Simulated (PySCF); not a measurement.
Sn(H)(F)(NH2)2 (FH5N2Sn), SMILES [NH2][SnH]([F])[NH2].

Geometry: B3LYP-D3(BJ)/def2-SVP. The def2 effective core potentials stand for the cores of Sn; spin–orbit coupling is left out. Other conformers were not sampled.

Computed with PySCF 2.14.0 with B3LYP-D3(BJ)/def2-SVP.

Frequencies are harmonic and unscaled.

| mode | ν (cm⁻¹) | IR (km/mol) | moving atoms (share of kinetic energy) |
|---|---|---|---|
| 1 | 98 | 41.8 | H 68 %, F 17 %, N 12 % |
| 2 | 129 | 29.8 | H 74 %, N 15 %, F 9 % |
| 3 | 155 | 4.2 | N 57 %, H 25 %, Sn 10 % |
| 4 | 182 | 3.0 | H 36 %, N 27 %, F 22 %, Sn 15 % |
| 5 | 191 | 32.5 | H 35 %, F 28 %, N 27 %, Sn 9 % |
| 6 | 502 | 8.0 | H 75 %, N 24 % |
| 7 | 531 | 148.6 | N 59 %, H 36 % |
| 8 | 540 | 157.4 | H 64 %, N 29 % |
| 9 | 595 | 67.4 | H 69 %, F 17 %, Sn 9 % |
| 10 | 604 | 49.5 | F 69 %, H 22 %, Sn 8 % |
| 11 | 643 | 38.8 | H 50 %, N 40 %, Sn 9 % |
| 12 | 649 | 76.5 | H 58 %, N 37 % |
| 13 | 835 | 37.8 | H 91 %, N 9 % |
| 14 | 871 | 28.4 | H 88 %, N 11 % |
| 15 | 1533 | 10.4 | H 91 %, N 9 % |
| 16 | 1543 | 13.8 | H 92 %, N 8 % |
| 17 | 1949 | 119.9 | H 99 % |
| 18 | 3503 | 10.7 | H 96 % |
| 19 | 3506 | 11.6 | H 96 % |
| 20 | 3599 | 16.0 | H 92 %, N 8 % |
| 21 | 3599 | 13.4 | H 92 %, N 8 % |
